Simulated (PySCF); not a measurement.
# Radial density of Ar⁺ (argon, charge +1)

M06-2X, [Ne] 3s2 3p5, 2P determinant. Calculation: PySCF 2.14, in def2-SVP (4s3p1d, 18 functions); the non-relativistic Hamiltonian (point nucleus).

```json
{"r (bohr)": "0.00147", "4πr²ρ (e/bohr)": "0.09428", "4πr²(ρα − ρβ)": "0.0000"}
{"r (bohr)": "0.00248", "4πr²ρ (e/bohr)": "0.2631", "4πr²(ρα − ρβ)": "0.0000"}
{"r (bohr)": "0.00417", "4πr²ρ (e/bohr)": "0.7172", "4πr²(ρα − ρβ)": "0.0000"}
{"r (bohr)": "0.00701", "4πr²ρ (e/bohr)": "1.853", "4πr²(ρα − ρβ)": "0.0001"}
{"r (bohr)": "0.0118", "4πr²ρ (e/bohr)": "4.377", "4πr²(ρα − ρβ)": "0.0002"}
{"r (bohr)": "0.0198", "4πr²ρ (e/bohr)": "9.329", "4πr²(ρα − ρβ)": "0.0007"}
{"r (bohr)": "0.0334", "4πr²ρ (e/bohr)": "16.26", "4πr²(ρα − ρβ)": "0.0029"}
{"r (bohr)": "0.0561", "4πr²ρ (e/bohr)": "20.93", "4πr²(ρα − ρβ)": "0.0132"}
{"r (bohr)": "0.0944", "4πr²ρ (e/bohr)": "17.47", "4πr²(ρα − ρβ)": "0.0508"}
{"r (bohr)": "0.159", "4πr²ρ (e/bohr)": "14.78", "4πr²(ρα − ρβ)": "0.1346"}
{"r (bohr)": "0.267", "4πr²ρ (e/bohr)": "20.86", "4πr²(ρα − ρβ)": "0.1585"}
{"r (bohr)": "0.449", "4πr²ρ (e/bohr)": "14.22", "4πr²(ρα − ρβ)": "0.0083"}
{"r (bohr)": "0.756", "4πr²ρ (e/bohr)": "4.375", "4πr²(ρα − ρβ)": "0.2863"}
{"r (bohr)": "1.27", "4πr²ρ (e/bohr)": "5.500", "4πr²(ρα − ρβ)": "0.7818"}
{"r (bohr)": "2.14", "4πr²ρ (e/bohr)": "1.876", "4πr²(ρα − ρβ)": "0.2651"}
{"r (bohr)": "3.60", "4πr²ρ (e/bohr)": "0.1190", "4πr²(ρα − ρβ)": "0.0189"}
```
